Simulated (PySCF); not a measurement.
GaFClBr, SMILES [F][Ga]([Cl])[Br]. Coordinates come from a PBE-D3(BJ)/def2-SVP optimisation. The structure was generated by enumeration; whether it is a known compound was not checked.

Computed with PBE-D3(BJ)/def2-SVP run with PySCF.

Harmonic wavenumbers (cm⁻¹): 101, 142, 160, 296, 438, 697. Rotational constants (GHz): 3.805, 1.207, 0.9163; symmetry number 1.

Question: Work out the zero-point energy and the ideal-gas rigid-rotor harmonic-oscillator thermochemistry at 298.15 K and 1 atm.

Answer: ZPE = ½ Σ hcν = ½ × 1834 cm⁻¹ = 10.97 kJ/mol. H − E(el) = 28.32 kJ/mol. Entropy in J/(mol K): translation 175.08, rotation 120.19, vibration 47.46, total 342.73. G − E(el) = -73.87 kJ/mol. Cp = 73.65 J/(mol K). Modes under 150 cm⁻¹ make the vibrational entropy uncertain.
